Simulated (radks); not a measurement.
Values are calculated unless marked as measured or tabulated.
The nuclear charge of neutral silver is varied continuously with 47 electrons held in [Kr] 4d10 5s1. Level of theory: non-relativistic Kohn-Sham, PBE, spin-polarised, spherical densities, point nucleus; open shells are filled with parallel spins first (spin-orbit coupling, left out, can overturn this in heavy ions); relativity is left out, which matters for an element this heavy (a radial shooting solver on a logarithmic mesh with Libxc functionals). By the Hellmann-Feynman theorem dE/dZ = E(electron-nucleus)/Z, the electronic potential at the nucleus.

Z,E (hartree),E(electron-nucleus)/Z (hartree),HOMO,e(HOMO) (eV),<r> HOMO (bohr)
46.8,-5147.03412,-261.998,5s,-2.901,3.491
46.9,-5173.27094,-262.738,5s,-3.593,3.396
47,-5199.58168,-263.477,5s,-4.311,3.310
47.1,-5225.96625,-264.215,5s,-5.056,3.233
47.2,-5252.42459,-264.952,5s,-5.825,3.163
47.3,-5278.95662,-265.688,5s,-6.618,3.098
47.4,-5305.56226,-266.424,5s,-7.434,3.038
47.5,-5332.24147,-267.160,5s,-8.271,2.982
47.6,-5358.99418,-267.894,5s,-9.130,2.930
47.7,-5385.82033,-268.629,5s,-10.009,2.881
47.8,-5412.71988,-269.362,5s,-10.908,2.835
47.9,-5439.69277,-270.096,5s,-11.827,2.791
48,-5466.73896,-270.828,5s,-12.765,2.750

The central difference of E at Z = 47 is -263.477 hartree, to compare with the third column; the second derivative is -7.38 hartree.
